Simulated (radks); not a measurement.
Q: The mean radii <r> (bohr) of the occupied orbitals of an atom or ion are listed with their occupations. All-electron calculation, non-relativistic Kohn-Sham, SCAN, spin-unpolarised, spherical densities, point nucleus; meta-GGA in the generalised Kohn-Sham scheme. Program: a radial shooting solver on a logarithmic mesh with Libxc functionals.

orbital  occ.      <r>
1s          2  0.05916
2s          2   0.2695
2p          6   0.2366
3s          2   0.8189
3p          6   0.8608
3d          6    1.093
4p          1    3.443

Name the element and its charge.

A: Z = 26, iron, charge +1: Fe+ in [Ar] 3d6 4p1. The 1s radius gives Z: for a bare nucleus <r> = 1.5/Z, 0.05769 bohr for Z = 26, and screening makes it slightly larger (0.05916 here). The occupations add up to 25, and the charge is Z minus that.
